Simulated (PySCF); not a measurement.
This PySCF input asks for the NMR shieldings of `C([SiH2]C(=O)CCCl)Cl`, C₄H₈Cl₂OSi; the geometry comes from GFN2-xTB.

```python
import basis_set_exchange as bse
import numpy as np
from pyscf import gto, dft
from pyscf.prop import nmr

atoms = """
O     1.148870    1.914509    0.125246
C     0.452870    0.944628   -0.062734
C     0.972221   -0.468127    0.074350
C     2.448986   -0.509530    0.423271
Cl    3.010466   -2.197603    0.551601
Si   -1.384986    1.191183   -0.605349
C    -2.395516   -0.371866   -0.158052
Cl   -2.294558   -0.636079    1.611823
H     0.783435   -0.989643   -0.867654
H     0.381903   -0.967554    0.846855
H     3.047281   -0.024989   -0.348184
H     2.637598   -0.029117    1.382834
H    -1.403713    1.348117   -2.062929
H    -1.922161    2.347879    0.100645
H    -2.039654   -1.284929   -0.630195
H    -3.450641   -0.257936   -0.392939
"""
names = dict.fromkeys(["O", "C", "Cl", "Si", "H"], "pcSseg-1")
basis = {el: gto.basis.parse(bse.get_basis(n, elements=[el], fmt="nwchem")) for el, n in names.items()}
mol = gto.M(atom=atoms, basis=basis, charge=0, verbose=0)
mf = dft.RKS(mol, xc="PBE0")
mf.grids.level = 2
mf.grids.alignment = dft.numint.BLKSIZE   # the property module wants whole blocks of grid points
mf.conv_tol = 1e-9
mf.kernel()

calc = nmr.RKS(mf)   # GIAO
C = mf.mo_coeff
Co = C[:, mf.mo_occ > 0]
resp = mf.gen_response(singlet=True, hermi=2)
def vind(x):   # induced exchange potential for any number of trial vectors
    d = np.einsum("pi,xij,qj->xpq", C, 2 * x.reshape(-1, C.shape[1], Co.shape[1]), Co, optimize=True)
    return np.einsum("xpq,pi,qj->xij", resp(d - d.transpose(0, 2, 1)), C, Co, optimize=True).ravel()
mo1, _ = nmr.rhf.solve_mo1(calc, with_cphf=vind)
sigma = calc.kernel(mo1)
for i, s in enumerate(sigma):   # ppm
    w = np.linalg.eigvalsh((s + s.T) / 2)
    print("%2d %-2s iso %8.1f  s11 %8.1f  s22 %8.1f  s33 %8.1f" % (i, mol.atom_pure_symbol(i), w.mean(), *w))
```

**Question.** Give the expected output.

**Answer.** 
```
 0 O  iso   -499.9  s11  -1370.4  s22   -508.8  s33    379.6
 1 C  iso    -55.8  s11   -149.1  s22   -111.3  s33     93.0
 2 C  iso    127.9  s11     87.4  s22    116.0  s33    180.4
 3 C  iso    141.8  s11    114.5  s22    135.8  s33    175.0
 4 Cl iso    886.1  s11    758.8  s22    807.8  s33   1091.7
 5 Si iso    412.3  s11    365.8  s22    410.0  s33    461.1
 6 C  iso    156.1  s11    136.3  s22    140.3  s33    191.8
 7 Cl iso    910.0  s11    805.8  s22    836.7  s33   1087.6
 8 H  iso     28.7  s11     24.4  s22     28.8  s33     33.1
 9 H  iso     28.0  s11     22.4  s22     25.9  s33     35.6
10 H  iso     28.0  s11     21.9  s22     28.1  s33     33.9
11 H  iso     27.9  s11     22.1  s22     28.0  s33     33.7
12 H  iso     27.4  s11     24.5  s22     24.9  s33     32.7
13 H  iso     27.7  s11     24.0  s22     26.2  s33     32.8
14 H  iso     28.3  s11     23.9  s22     26.4  s33     34.7
15 H  iso     28.4  s11     22.6  s22     26.8  s33     35.7
```

These numbers come from an equivalent density-fitted implementation of the same equations, which agrees with the script to about 0.01 ppm for H and up to a few tenths of a ppm for heavy atoms, so last digits may differ.

**Question.** Turn these shieldings into chemical shifts. Referencing at the same level of theory: H2O for ¹⁷O (σ = 336.08 ppm); ¹³C (σ = 186.93 ppm), ²⁹Si (σ = 349.16 ppm), ¹H (σ = 31.72 ppm) vs TMS; HCl for ³⁵Cl (σ = 949.78 ppm).

**Answer.** Averaging equivalent atoms: O 0: 835.9; C 1: 242.7; C 2: 59.0; C 3: 45.2; C 6: 30.8; Cl 4: 64; Cl 7: 40; Si 5: -63.1; H 12/13: 4.21; H 10/11: 3.76; H 14/15: 3.37; H 8/9: 3.36 ppm. Unscaled 17O shifts of doubly bonded oxygen tend to come out too high, by tens of ppm or more. Experimental scales use liquid or dissolved standards, which lie at an offset from isolated H2O (liquid H2O: subtract about 36 ppm).

Size and cost of the density-fitted run: 197 basis functions, 54 s wall time on 1 thread of an Arm Neoverse V1, shared host; peak memory 0.91 GiB.
